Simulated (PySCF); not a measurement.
PySCF input (TPSSh/def2-TZVPD):

```python
from pyscf import gto, scf, dft

mol = gto.M(
    atom='''
    Cl   -0.04437157   -1.69641557    0.34948186
    Si   -0.52029828    0.06651973   -0.60843415
    Cl    0.47564959    1.64401686    0.26999675
    H    -0.04755029   -0.04049805   -2.01305818
    ''',
    basis='def2-tzvpd',
    charge=0,
    spin=1,
    verbose=4,
)

mf = dft.UKS(mol, xc='tpssh').density_fit(auxbasis='def2-universal-jkfit')
mf.grids.level = 3
mf.conv_tol = 1e-9
mf.max_cycle = 100
mf.max_memory = 1500
mf.kernel()
if not mf.converged:
    mf = mf.newton()
    mf.kernel(mf.make_rdm1())
for _ in range(2):
    mo, _, stable, _ = mf.stability(return_status=True)
    if stable:
        break
    mf.kernel(mf.make_rdm1(mo, mf.mo_occ))
mf.analyze()
```

End of the output:

```
Extra cycle  E= -1210.6311688846  delta_E= 4.55e-13  |g|= 2.59e-06  |ddm|= 4.94e-06
converged SCF energy = -1210.6311688846  <S^2> = 0.75270133  2S+1 = 2.0026995
uhf_internal: lowest eigs of H = [0.31954367 0.32581117 0.33471836]
<class 'pyscf.df.df_jk.DFUKS'> wavefunction is stable in the internal stability analysis
**** SCF Summaries ****
Total Energy =                       -1210.631168884600811
Nuclear Repulsion Energy =             178.601203925705590
One-electron Energy =                -2028.511402159337194
Two-electron Energy =                  639.279029349030679
Two-electron Coulomb Energy =          717.165582356674918
DFT Exchange-Correlation Energy =      -77.886553007644210
HOMO-LUMO gap [eV] =                     2.666301953075074
**** MO energy ****
                             alpha | beta                alpha | beta
MO #1   energy= -101.3896418733    | -101.388857723565  occ= 1 | 1
MO #2   energy= -101.389636736502  | -101.388852573268  occ= 1 | 1
MO #3   energy= -66.0665691729243  | -66.0632384349304  occ= 1 | 1
MO #4   energy= -9.39219741600485  | -9.39154175250166  occ= 1 | 1
MO #5   energy= -9.39219287432037  | -9.39153728603488  occ= 1 | 1
MO #6   energy= -7.13775631855891  | -7.13650116821712  occ= 1 | 1
MO #7   energy= -7.13775376278576  | -7.13649863206891  occ= 1 | 1
MO #8   energy= -7.13262853961485  | -7.13154790637912  occ= 1 | 1
MO #9   energy= -7.13262212131781  | -7.13154103375908  occ= 1 | 1
MO #10  energy= -7.13187327650315  | -7.13119917896352  occ= 1 | 1
MO #11  energy= -7.13186589606181  | -7.1311923569458   occ= 1 | 1
MO #12  energy= -5.29083827896756  | -5.2869838309268   occ= 1 | 1
MO #13  energy= -3.64022306272709  | -3.63622610495357  occ= 1 | 1
MO #14  energy= -3.63880833978026  | -3.63428275588283  occ= 1 | 1
MO #15  energy= -3.63581501382052  | -3.63051812102835  occ= 1 | 1
MO #16  energy= -0.833859699000094 | -0.829374083182847 occ= 1 | 1
MO #17  energy= -0.812701494341328 | -0.80859912800669  occ= 1 | 1
MO #18  energy= -0.528323141915656 | -0.511571996128556 occ= 1 | 1
MO #19  energy= -0.4082448137127   | -0.403009908619141 occ= 1 | 1
MO #20  energy= -0.405480322409574 | -0.396538657527711 occ= 1 | 1
MO #21  energy= -0.365815337574517 | -0.353552977783113 occ= 1 | 1
MO #22  energy= -0.335332684277554 | -0.329552479809294 occ= 1 | 1
MO #23  energy= -0.332754572776893 | -0.328037870896157 occ= 1 | 1
MO #24  energy= -0.323634170218461 | -0.322081923671488 occ= 1 | 1
MO #25  energy= -0.233126525656804 | -0.135141735351915 occ= 1 | 0
MO #26  energy= -0.029769860310264 | -0.0177328690315272 occ= 0 | 0
MO #27  energy= -0.0234418186521063 | -0.00785754330746295 occ= 0 | 0
MO #28  energy= 0.000926022040799994 | 0.00737153728357743 occ= 0 | 0
MO #29  energy= 0.0210849384576968 | 0.0335168483604369 occ= 0 | 0
MO #30  energy= 0.0367474694255857 | 0.0428179745525897 occ= 0 | 0
MO #31  energy= 0.0401894802331488 | 0.0439448859215564 occ= 0 | 0
MO #32  energy= 0.0411935214743561 | 0.0457274348785916 occ= 0 | 0
MO #33  energy= 0.0569957308959965 | 0.0637162193197802 occ= 0 | 0
MO #34  energy= 0.0614787473133688 | 0.0640393207641875 occ= 0 | 0
MO #35  energy= 0.0668289790530579 | 0.0682709536518481 occ= 0 | 0
MO #36  energy= 0.0925307119851294 | 0.0969110233033882 occ= 0 | 0
MO #37  energy= 0.0980967343298    | 0.110190220394673  occ= 0 | 0
MO #38  energy= 0.118775795898084  | 0.122985586190003  occ= 0 | 0
MO #39  energy= 0.120958386039174  | 0.128159374321649  occ= 0 | 0
MO #40  energy= 0.136458700574887  | 0.14059512227286   occ= 0 | 0
MO #41  energy= 0.14912250320988   | 0.160056191339644  occ= 0 | 0
MO #42  energy= 0.15782778748814   | 0.16457075208433   occ= 0 | 0
MO #43  energy= 0.1610560987086    | 0.167300537420958  occ= 0 | 0
MO #44  energy= 0.189630590069702  | 0.1962768190168    occ= 0 | 0
MO #45  energy= 0.198111915793604  | 0.201670050611906  occ= 0 | 0
MO #46  energy= 0.198475316352049  | 0.206337456068839  occ= 0 | 0
MO #47  energy= 0.20253468029548   | 0.215027560376585  occ= 0 | 0
MO #48  energy= 0.209697700235095  | 0.215375323124756  occ= 0 | 0
MO #49  energy= 0.222512160702783  | 0.22656198250492   occ= 0 | 0
MO #50  energy= 0.223623220076832  | 0.227678777788432  occ= 0 | 0
MO #51  energy= 0.234318471186497  | 0.241505735250817  occ= 0 | 0
MO #52  energy= 0.242205523858337  | 0.245464942773069  occ= 0 | 0
MO #53  energy= 0.267686231601139  | 0.270300069926787  occ= 0 | 0
MO #54  energy= 0.30515657854517   | 0.313005484384491  occ= 0 | 0
MO #55  energy= 0.317706087356698  | 0.325336293703726  occ= 0 | 0
MO #56  energy= 0.325714142192563  | 0.331905213869046  occ= 0 | 0
MO #57  energy= 0.367242956510658  | 0.38058659826664   occ= 0 | 0
MO #58  energy= 0.371468330818046  | 0.384741154114256  occ= 0 | 0
MO #59  energy= 0.380378497082309  | 0.393522948647624  occ= 0 | 0
MO #60  energy= 0.390221408099468  | 0.405432251218676  occ= 0 | 0
MO #61  energy= 0.40677828635725   | 0.410422988382349  occ= 0 | 0
MO #62  energy= 0.425314351549583  | 0.435593900207373  occ= 0 | 0
MO #63  energy= 0.432801437294872  | 0.442646741602936  occ= 0 | 0
MO #64  energy= 0.450259326176013  | 0.460935971458732  occ= 0 | 0
MO #65  energy= 0.53937814550353   | 0.545849454173994  occ= 0 | 0
MO #66  energy= 0.548320805351457  | 0.556551462829862  occ= 0 | 0
MO #67  energy= 0.562325458693013  | 0.567393615644205  occ= 0 | 0
MO #68  energy= 0.570497312892588  | 0.572823579088304  occ= 0 | 0
MO #69  energy= 0.579152646699263  | 0.581946356660854  occ= 0 | 0
MO #70  energy= 0.586382769084496  | 0.594411512796771  occ= 0 | 0
MO #71  energy= 0.599177587425316  | 0.603827723707183  occ= 0 | 0
MO #72  energy= 0.599462028279886  | 0.605123965334422  occ= 0 | 0
MO #73  energy= 0.612355284369012  | 0.618252730778886  occ= 0 | 0
MO #74  energy= 0.62183904027036   | 0.625120452862335  occ= 0 | 0
MO #75  energy= 0.627908387888709  | 0.633624920248435  occ= 0 | 0
MO #76  energy= 0.631844952246266  | 0.644183865005351  occ= 0 | 0
MO #77  energy= 0.670658208969155  | 0.679636929974156  occ= 0 | 0
MO #78  energy= 0.671331280059662  | 0.685227684618577  occ= 0 | 0
MO #79  energy= 0.703780240390952  | 0.709741699009435  occ= 0 | 0
MO #80  energy= 0.744134827788918  | 0.748198291448964  occ= 0 | 0
MO #81  energy= 0.765599232929322  | 0.770212577247705  occ= 0 | 0
MO #82  energy= 0.993687982499538  | 1.01582439250053   occ= 0 | 0
MO #83  energy= 1.00714838171578   | 1.0195615687467    occ= 0 | 0
MO #84  energy= 1.03171251012148   | 1.05302775645776   occ= 0 | 0
MO #85  energy= 1.05620813850885   | 1.07141075243625   occ= 0 | 0
MO #86  energy= 1.05867809761935   | 1.07249875313723   occ= 0 | 0
MO #87  energy= 1.06953373129618   | 1.08427402698641   occ= 0 | 0
MO #88  energy= 1.12157235368613   | 1.14074154925325   occ= 0 | 0
MO #89  energy= 1.15150038297138   | 1.16563970447588   occ= 0 | 0
MO #90  energy= 1.17387252161191   | 1.18263683947594   occ= 0 | 0
MO #91  energy= 1.17557950939721   | 1.19235981466938   occ= 0 | 0
MO #92  energy= 1.24817791301242   | 1.27201274127794   occ= 0 | 0
MO #93  energy= 1.29766569008468   | 1.31475795572435   occ= 0 | 0
MO #94  energy= 1.30057505726604   | 1.31490376408477   occ= 0 | 0
MO #95  energy= 1.32975280879807   | 1.34131281042971   occ= 0 | 0
MO #96  energy= 1.42384226986982   | 1.44298248143268   occ= 0 | 0
MO #97  energy= 1.64602231840218   | 1.66173154876438   occ= 0 | 0
MO #98  energy= 1.79129594280518   | 1.80510388313564   occ= 0 | 0
MO #99  energy= 1.8718836040422    | 1.88200951390275   occ= 0 | 0
MO #100 energy= 1.8728961671132    | 1.8896107247948    occ= 0 | 0
MO #101 energy= 1.90698927346598   | 1.90975647118612   occ= 0 | 0
MO #102 energy= 1.91495717995896   | 1.91760285888305   occ= 0 | 0
MO #103 energy= 1.9228414520165    | 1.92879582331569   occ= 0 | 0
MO #104 energy= 1.928791270913     | 1.93296225692386   occ= 0 | 0
[...]
```

It need not be the lowest isomer of its formula.
